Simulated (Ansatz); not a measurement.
H5InN2S (`[NH2][In]([NH2])[SH]`). The species carries charge 0 and has multiplicity 1. Correlated methods include outer-core shells of In, which these sets cover unevenly. In takes the def2 core potential.

```xyz
9

N     1.769    0.059    0.303
In   -0.211    0.116   -0.099
N    -1.407   -1.440    0.371
S    -1.180    2.029   -1.141
H     2.050   -0.548    1.061
H     2.227    0.952    0.421
H    -2.263   -1.522   -0.158
H    -0.966   -2.348    0.416
H    -0.018    2.701   -1.175
```

Q: Give the diagnostics of a CCSD(T)/def2-TZVPP run (frozen core, Ansatz 0.2.0). (Estimate.)

A: The calculation gave: T1 = 0.0141, largest single amplitude 0.031, largest double 0.029, (T) share of the correlation energy 3.8 %, 10 CCSD cycles. The RHF solution is stable towards an unrestricted one. T1 lies under the customary mark of 0.02 for closed shells.
